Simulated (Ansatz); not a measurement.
Energy needed to pull apart CHFOSi, closed shell, into free ground-state atoms, from the structure below (displaced at random from a GFN2-xTB minimum); no zero-point or spin–orbit terms; open-shell atoms are treated unrestricted, in their ground-state multiplicity.

```xyz
5
angstrom
O -1.1997 1.1764 -0.2536
Si -0.0977 0.0011 0.0693
C 1.3718 -0.7808 0.4210
F 1.4106 -2.0551 0.8757
H -1.3986 1.6175 -1.1408
```

Program: Ansatz 0.2.0. Basis: def2-TZVPP. Cores are frozen in the correlated methods.

| method | atomization energy (kJ/mol) |
| --- | --- |
| PBE-D4 | 1752 |
| r2SCAN-D4 | 1656 |
| B97M-V | 1651 |
| PBE0-D4 | 1621 |
| LC-wPBE | ? |
| wB97M-V | 1624 |
| HF | ? |
| MP2 | 1660 |
| CCSD | 1503 |
| CCSD(T) | 1579 |

Problem. What does LC-wPBE give? (To be estimated.)

Solution. By the calculation: 1581 kJ/mol, which is about 2 kJ/mol more than CCSD(T)/def2-TZVPP.

Problem. What does HF give? (Judge from chemistry; the value comes from the calculation.)

Solution. Computed: 849 kJ/mol, which is about 729 kJ/mol less than CCSD(T)/def2-TZVPP.

In triple zeta the MP2 and coupled-cluster atomization energies are still short of their basis limit by a few kcal/mol a bond, whereas those of the functionals are nearly converged, so these differences are not deviations from converged CCSD(T).

The T1 diagnostic stays at or below 0.023. The restricted Hartree–Fock reference is unstable towards an unrestricted one here.

For scale, one of the runs: CCSD(T)/def2-TZVPP forces, 149 basis functions (an equivalent command: `ansatz run in.yaml --threads 4`). Time: 73 s of wall clock on 4 CPU threads; the host was shared. Peak host memory: 1.8 GiB.
